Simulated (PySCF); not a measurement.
Working out the excitation energy of O

O [He] 2s2 2p4 (3P) → O [He] 2s1 2p5 (3P). Computed with PySCF 2.14 in ANO-RCC-VTZP (4s3p2d1f, 30 functions), with the spin-free X2C one-electron Hamiltonian (Gaussian nucleus). Frozen: nothing. Energies in hartree (1 hartree = 27.21139 eV):

```csv
part,O (lower),O (upper)
UHF,-74.870627,-74.249082
CCSD correlation,-0.162877,-0.206478
(T),-0.002998,-0.007307
```

Question: What does Hartree-Fock give?

Answer: (-74.249082) − (-74.870627) = 0.621545 hartree = 16.913 eV.

Question: What do CCSD and CCSD(T) give?

Answer: The CCSD correlation energies differ by -0.043601 hartree = -1.186 eV and the triples by -0.004309 hartree = -0.117 eV, so CCSD gives 15.727 eV and CCSD(T) 15.610 eV.

The upper state lies above the first ionisation limit, where it may autoionise and the basis confines it.
